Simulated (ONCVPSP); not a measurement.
# Before and after: ONCV potential for hydrogen (H)

* Element: hydrogen
* Generator: ONCVPSP 4.0.1
* Type: optimised norm-conserving Vanderbilt (ONCV)
* Functional: PW91
* Relativity: scalar-relativistic
* Frozen core: none
* Valence charge: 1
* Reference configuration: 1s1
* Partial waves: 1s: rc 0.95 bohr, ncon 4, nbas 8, qcut 8.4 1/bohr, 2 projectors, debl 0.4 Ha; p scattering state at 0.2 Ha: rc 0.80 bohr, ncon 3, nbas 7, qcut 10.4 1/bohr, 2 projectors, debl 3.9 Ha
* Local potential: polynomial inside 0.70 bohr (lpopt 5, dvloc0 3 Ha)
* Core correction: none

All-electron outer shells of the reference configuration (PW91, scalar-relativistic, ld1.x):

```csv
shell,level (eV),outermost node (bohr),outermost maximum (bohr)
1s,-6.55,–,1.03
```

Change: s: qcut 10.7.

Cutoffs: the cutoffs (Ha) at which the residual kinetic energy of the hardest occupied pseudo-wave falls to 1 and 0.1 mHa per electron; they do not see the model core or the augmentation charge, which bear on the density cutoff. Errors are all-electron minus pseudo energies relative to the spin-unpolarised reference configuration.

Q: What does the change do?

A: The potential gets harder (20 Ha and 29 Ha → 23 Ha and 36 Ha); neither file shows a bound ghost. The waves are optimised to have the least kinetic energy above qcut, so the cutoff follows it (qcut²/2 in Ha).

| quantity | base | changed |
| --- | --- | --- |
| cutoff, loose | 20 Ha | 23 Ha |
| cutoff, tight | 29 Ha | 36 Ha |
| bound ghosts | none | none |
| GHOST(+) flags under 300 eV | none | none |
| error for 1s0.5, meV [ΔE 4.79 eV] | +0.7 | +0.4 |
| s: phases at 0.96 bohr within 0.05 rad from the reference energy up to (Ha; the scan ends near 5) | to the end of the scan | to the end of the scan |
| p: phases at 0.81 bohr within 0.05 rad from the reference energy up to (Ha; the scan ends near 5) | to the end of the scan | to the end of the scan |
